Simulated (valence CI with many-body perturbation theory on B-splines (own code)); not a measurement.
**Level structure of Dy LII**

Method: relativistic CI+MBPT: five valence electrons over a frozen Dirac-Fock core [Ne], a basis of 9 s, 9 p, 8 d, 6 f, 3 g, 1 h functions for each j, with the one-electron correlation potential Σ1 (screened to all orders), the two-electron term Σ2, the three-electron term Σ3, Breit, model QED; selected single and double excitations, second order for the rest (own B-spline code, finite nucleus).

No measured spectrum was set against this ion. As an estimate, large intervals hold to a few tenths of a per cent, small ones and those within an open d or f shell to about a per cent. Among the levels kept, up to 610 cm⁻¹ of a level comes from second order outside the variational space, and about a tenth of that is noise between levels of different J, which matters for small intervals.

Levels 46 to 55 of 55, with energies above the lowest level, (3s^2 3p1/2^2 3p3/2) J=3/2. "Leading %" is the weight of the configuration and term that name the level; weights of strongly mixed levels are sums over their largest components and can fall short. In the jj column 3d3/2^4 stands for four electrons in 3d with j = 3/2. Lifetimes count E1, E2, E3, M1 and M2 decay at the calculated energies, and are blank where another channel may lead or the interval is too uncertain; long ones can be off by a factor of two.

| No. | Configuration | Term | J | E (× 10³ cm⁻¹) | Leading % | Lifetime | Second component | Leading jj |
| --- | --- | --- | --- | --- | --- | --- | --- | --- |
| 46 | 3s²3p²3d | ⁴P | 3/2 | 5042.7 | 24 | 496 fs | 22 % 3s²3p²3d ²D | 3s^2 3p3/2^2 3d3/2 (77 %) |
| 47 | 3s²3p²3d | ⁴P | 1/2 | 5051.3 | 38 | 475 fs | 20 % 3s²3p²3d ²P | 3s^2 3p3/2^2 3d3/2 (78 %) |
| 48 | 3s3p³3d | ²D° | 5/2 | 5080.7 | 24 | 1.75 ps | 21 % 3s3p³3d ²F° | 3s 3p1/2^2 3p3/2 3d5/2 (80 %) |
| 49 | 3s3p³3d | ²P° | 3/2 | 5092.1 | 18 | 1.60 ps | 13 % 3s3p³3d ⁴P° | 3s 3p1/2^2 3p3/2 3d5/2 (80 %) |
| 50 | 3s²3p3d² | ⁴D° | 1/2 | 5122.9 | 39 | 578 fs | 34 % 3s²3p3d² ²P° | 3s^2 3p1/2 3d3/2^2 (86 %) |
| 51 | 3s²3p3d² | ⁴F° | 3/2 | 5151.7 | 32 | 373 fs | 26 % 3s²3p3d² ²D° | 3s^2 3p1/2 3d3/2^2 (79 %) |
| 52 | 3s²3p²3d | ²D | 3/2 | 5174.4 | 67 | 733 fs | 9 % 3s²3p²3d ⁴F | 3s^2 3p3/2^2 3d3/2 (88 %) |
| 53 | 3s²3p²3d | ²F | 7/2 | 5212.0 | 52 | 86.4 ps | 37 % 3s²3p²3d ⁴D | 3s^2 3p3/2^2 3d5/2 (97 %) |
| 54 | 3s²3p²3d | ⁴F | 9/2 | 5228.0 | 60 | 9.89 ns | 39 % 3s²3p²3d ²G | 3s^2 3p3/2^2 3d5/2 (98 %) |
| 55 | 3s²3p3d² | ⁴G° | 7/2 | 5235.4 | 56 | 5.15 ps | 13 % 3s²3p3d² ⁴F° | 3s^2 3p1/2 3d3/2 3d5/2 (93 %) |
